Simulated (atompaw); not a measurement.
# u(r) = r·R(r): atom against pseudo-atom (oxygen (O))

Columns: radius, all-electron u(r) and pseudo u(r) of the 2p shell (level -9.45 eV) of oxygen in the configuration [He] 2s1 2p5; PBE, non-relativistic, PAW (atompaw) scheme, atompaw 4.2.0.5.

```tsv
r (bohr)	all-electron	pseudo
0.069	0.0552	0.0066
0.138	0.1717	0.0261
0.208	0.3063	0.0582
0.277	0.4333	0.1008
0.346	0.5448	0.1526
0.415	0.6374	0.2116
0.485	0.7120	0.2763
0.554	0.7676	0.3426
0.623	0.8069	0.4088
0.692	0.8321	0.4726
0.762	0.8452	0.5326
0.831	0.8481	0.5850
0.900	0.8430	0.6294
0.969	0.8315	0.6646
1.038	0.8151	0.6900
1.108	0.7945	0.7056
1.177	0.7715	0.7113
1.246	0.7464	0.7084
1.315	0.7201	0.6979
1.385	0.6925	0.6810
1.454	0.6649	0.6596
1.523	0.6372	0.6353
1.592	0.6098	0.6092
1.662	0.5823	0.5822
1.731	0.5558	0.5558
1.800	0.5299	0.5299
```

(1) How many radial nodes do the two functions have?

(2) Is the pseudo-wave norm-conserving?

Answers

(1) The all-electron 2p function has n − l − 1 = 0; the pseudo-wave has 0.

(2) No, it belongs to a PAW set: the norm inside the radius is not constrained, and the difference is carried by the augmentation charge.
